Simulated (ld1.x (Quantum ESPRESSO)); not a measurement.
**PBE RRKJ dataset for beryllium, scalar-relativistic all-electron reference.**

ld1.x (Quantum ESPRESSO) 7.5 was run on this input:

```
&input
   title='Be', zed=4., rel=1, dft='PBE', iswitch=3,
   config='[He] 2s2 2p0 3d-2',
   nld=3, rlderiv=3.60, eminld=-2.0, emaxld=5.0, deld=0.02
 /
 &inputp
   pseudotype=2, tm=.false., rho0=0.005, lloc=0,
   nlcc=.false.,
   file_pseudopw='Be.UPF', file_wfcaegen='ae.wfc', file_wfcncgen='nc.wfc', file_beta='beta', file_chi='chi'
 /
3
2P  2  1   0.00   0.00  3.30  3.30  0.0
3D  3  2  -2.00   0.30  3.10  3.10  0.0
2S  1  0   2.00   0.00  2.20  2.20  0.0
 &test
   configts(1)='2s2 2p0'
 /
```

Command:

```bash
ld1.x < Be.in > Be.out
```

Resulting log (shortened: banner, matrices, multipoles, cross overlaps and the repeated all-electron block are left out):

```
Program LD1 v.7.5
     --------------------------- All-electron run ----------------------------

     Be
     scalar relativistic calculation

     atomic number is  4.00
     dft =PBE   lsd =0 sic =0 latt =0  beta=0.20 tr2=1.0E-14
     Exchange-correlation= PBE
                           (   1   4   3   4   0   0   0)
     mesh =1041 r(mesh) = 100.85720 a.u. xmin = -7.00 dx = 0.01250
     1 Ry =  13.60569312 eV, c = 137.03599908

     n l     nl                  e(Ry)          e(Ha)          e(eV)
     1 0     1S 1( 2.00)        -7.8065        -3.9033      -106.2130
     2 0     2S 1( 2.00)        -0.4123        -0.2062        -5.6098
     2 1     2P 1( 0.00)        -0.1484        -0.0742        -2.0185

     final scf error:  5.8E-15 reached in  21 iterations

     Etot =     -29.265949 Ry,     -14.632974 Ha,    -398.183518 eV

     Ekin =      29.133169 Ry,      14.566584 Ha,     396.376955 eV
     Encl =     -67.300390 Ry,     -33.650195 Ha,    -915.668457 eV
     Eh   =      14.340977 Ry,       7.170488 Ha,     195.118930 eV
     Exc  =      -5.439704 Ry,      -2.719852 Ha,     -74.010946 eV

     normalization and overlap integrals

     s(1S/1S) =  1.000000  <r> =   0.4208  <r2> =    0.2416  r(max) =   0.2661
     s(2S/2S) =  1.000000  <r> =   2.6034  <r2> =    8.1460  r(max) =   2.0415
     s(2P/2P) =  1.000000  <r> =   3.2186  <r2> =   13.2412  r(max) =   2.2846

     ------------------------ End of All-electron run ------------------------

     --------------------- Generating NC pseudopotential ---------------------

      Generating local pot.: lloc=0, matching radius rcloc =   2.2000

      Wfc   2P  rcut= 3.283  Estimated cut-off energy=       16.35 Ry
      This function has    0 nodes for 0 < r <    3.283

      Wfc   3D  rcut= 3.123  Estimated cut-off energy=       22.98 Ry
      This function has    0 nodes for 0 < r <    3.123

     ------------------- End of pseudopotential generation -------------------

     Computing logarithmic derivative in   3.60555
     Computing logarithmic derivative in   3.60555
     Computing the partial wave expansion
       no projector for channel:   0
     R is outside the sphere for l=    1 j= 0.00
     R is outside the sphere for l=    2 j= 0.00

     ---------------------- Testing the pseudopotential ----------------------

     Be
     scalar relativistic calculation

     atomic number is  4.00   valence charge is  2.00
     dft =PBE   lsd =0 sic =0 latt =0  beta=0.20 tr2=1.0E-14
     mesh =1041 r(mesh) = 100.85720 xmin = -7.00 dx = 0.01250

     n l     nl             e AE (Ry)        e PS (Ry)    De AE-PS (Ry)
     1 0     2S   1( 2.00)       -0.41231       -0.41231        0.00000
     2 1     2P   1( 0.00)       -0.14836       -0.14836        0.00000

     eps = 4.6E-16  iter = 12

     Etot =     -29.265949 Ry,     -14.632974 Ha,    -398.183518 eV
     Etotps =    -1.999695 Ry,      -0.999848 Ha,     -27.207243 eV

     Ekin =       0.612905 Ry,       0.306453 Ha,       8.339001 eV
     Encl =      -3.245803 Ry,      -1.622901 Ha,     -44.161397 eV
     Ehrt =       1.394854 Ry,       0.697427 Ha,      18.977962 eV
     Ecxc =      -0.761652 Ry,      -0.380826 Ha,     -10.362808 eV

     ---------------------- End of pseudopotential test ----------------------
```

Generation and configuration tests took about 0.65 s on one core of a shared server CPU.

Transferability test of the new file with ld1.x, input:

```
&input
   title='Be', zed=4., rel=1, dft='PBE', iswitch=2,
   config='[He] 2s2 2p0 3d-2'
 /
 &test
   file_pseudo='Be.UPF', nconf=6,
   configts(1)='2s2 2p0',
   configts(2)='2s1 2p0',
   configts(3)='2s1.5 2p0',
   configts(4)='2s1 2p1',
   configts(5)='2s0 2p2',
   configts(6)='2s0 2p1'
 /
```

```bash
ld1.x < Be.test.in > Be.test.out
```

Pseudopotential blocks of its output, shortened (energy terms left out):

```
     ---------------------- Testing the pseudopotential ----------------------

     n l     nl             e AE (Ry)        e PS (Ry)    De AE-PS (Ry)
     1 0     2S   1( 2.00)       -0.41231       -0.41231        0.00000
     2 1     2P   1( 0.00)       -0.14836       -0.14836        0.00000

     eps = 4.3E-15  iter =  9

     Etot =     -29.265949 Ry,     -14.632974 Ha,    -398.183519 eV
     Etotps =    -1.999695 Ry,      -0.999848 Ha,     -27.207243 eV

     ---------------------- End of pseudopotential test ----------------------

          ---------------------- Testing the pseudopotential ----------------------

     n l     nl             e AE (Ry)        e PS (Ry)    De AE-PS (Ry)
     1 0     2S   1( 1.00)       -1.00697       -1.00484       -0.00213
     2 1     2P   1( 0.00)       -0.71855       -0.70896       -0.00959  !

     eps = 7.0E-15  iter =  8

     Etot =     -28.563987 Ry,     -14.281994 Ha,    -388.632847 eV
     Etotps =    -1.298414 Ry,      -0.649207 Ha,     -17.665822 eV
     dEtot_ae =       0.701961 Ry
     dEtot_ps =       0.701282 Ry,   Delta E=       0.000680 Ry

     ---------------------- End of pseudopotential test ----------------------

          ---------------------- Testing the pseudopotential ----------------------

     n l     nl             e AE (Ry)        e PS (Ry)    De AE-PS (Ry)
     1 0     2S   1( 1.50)       -0.69809       -0.69758       -0.00051
     2 1     2P   1( 0.00)       -0.41669       -0.41408       -0.00262

     eps = 9.4E-15  iter =  8

     Etot =     -28.989532 Ry,     -14.494766 Ha,    -394.422676 eV
     Etotps =    -1.723381 Ry,      -0.861691 Ha,     -23.447794 eV
     dEtot_ae =       0.276417 Ry
     dEtot_ps =       0.276314 Ry,   Delta E=       0.000102 Ry

     ---------------------- End of pseudopotential test ----------------------

          ---------------------- Testing the pseudopotential ----------------------

     n l     nl             e AE (Ry)        e PS (Ry)    De AE-PS (Ry)
     1 0     2S   1( 1.00)       -0.45311       -0.45541        0.00230
     2 1     2P   1( 1.00)       -0.18631       -0.18729        0.00098

     eps = 3.7E-16  iter = 11

     Etot =     -29.000445 Ry,     -14.500222 Ha,    -394.571149 eV
     Etotps =    -1.733466 Ry,      -0.866733 Ha,     -23.585007 eV
     dEtot_ae =       0.265504 Ry
     dEtot_ps =       0.266229 Ry,   Delta E=      -0.000725 Ry

     ---------------------- End of pseudopotential test ----------------------

          ---------------------- Testing the pseudopotential ----------------------

     n l     nl             e AE (Ry)        e PS (Ry)    De AE-PS (Ry)
     1 0     2S   1( 0.00)       -0.48384       -0.48908        0.00524  !
     2 1     2P   1( 2.00)       -0.21601       -0.21820        0.00219

     eps = 3.8E-15  iter = 16

     Etot =     -28.732990 Ry,     -14.366495 Ha,    -390.932239 eV
     Etotps =    -1.464081 Ry,      -0.732040 Ha,     -19.919832 eV
     dEtot_ae =       0.532959 Ry
     dEtot_ps =       0.535615 Ry,   Delta E=      -0.002656 Ry

     ---------------------- End of pseudopotential test ----------------------

          ---------------------- Testing the pseudopotential ----------------------

     n l     nl             e AE (Ry)        e PS (Ry)    De AE-PS (Ry)
     1 0     2S   1( 0.00)       -1.01051       -1.02249        0.01198  !
     2 1     2P   1( 1.00)       -0.72432       -0.72811        0.00379

     eps = 4.4E-15  iter = 14

     Etot =     -28.276661 Ry,     -14.138331 Ha,    -384.723579 eV
     Etotps =    -1.003504 Ry,      -0.501752 Ha,     -13.653365 eV
     dEtot_ae =       0.989287 Ry
     dEtot_ps =       0.996192 Ry,   Delta E=      -0.006904 Ry

     ---------------------- End of pseudopotential test ----------------------
```
